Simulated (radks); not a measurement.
The numbers below are computed, except where a source is named.
The praseodymium ion Pr+ inside a hard spherical wall (all orbitals vanish at R), configuration held at [Xe] 4f3 6s1 and not refilled when levels cross. Level of theory: scalar-relativistic Kohn-Sham, LDA (Slater exchange, Perdew-Wang correlation), spin-polarised, spherical densities, finite nucleus; open shells are filled with parallel spins first (spin-orbit coupling, left out, can overturn this in heavy ions); Fermi nuclear charge, rms radius 4.8919 fm (a radial shooting solver on a logarithmic mesh with Libxc functionals). Eigenvalues in eV for spin up, with the zero of energy where the potential of the charges vanishes at infinity; a dash marks a level that is unbound or too diffuse for the functional's potential to be trusted. A positive occupied level is held by the wall or, in an anion where self-interaction has pushed it up, behind a barrier. The pressure on the wall is -dE/dV.

R (bohr)	E (hartree)	kinetic (hartree)	e(5s)	e(5p)	e(6s)	e(4f)	e(5d, empty)	e(6p, empty)	pressure (GPa)
free	-9229.9791	9799.565	-45.568	-27.868	-8.640	-7.920	-7.863	-5.572	0
15	-9229.9791	9799.565	-45.567	-27.868	-8.640	-7.920	-7.863	-5.572	< 0.0001
10	-9229.9787	9799.571	-45.539	-27.840	-8.612	-7.891	-7.839	-5.465	0.0141
8	-9229.9737	9799.611	-45.371	-27.679	-8.390	-7.723	-7.684	-4.924	0.229
6	-9229.9284	9799.857	-44.632	-26.983	-6.820	-6.951	-6.848	-2.075	3.64
5	-9229.8223	9800.343	-43.628	-26.045	-3.709	-5.824	-5.432	2.724	17.2
4	-9229.4240	9802.130	-41.076	-23.525	5.829	-2.744	-1.348	15.725	112
3	-9227.3524	9810.851	-32.252	-13.672	41.016	7.955	13.558	58.075	1190
2.5	-9223.3600	9825.844	-19.149	1.893	91.470	21.863	35.401	114.71	4860
1.5	-9163.5372	10016.282	140.70	184.56	549.06	125.45	251.74	594.72	194000
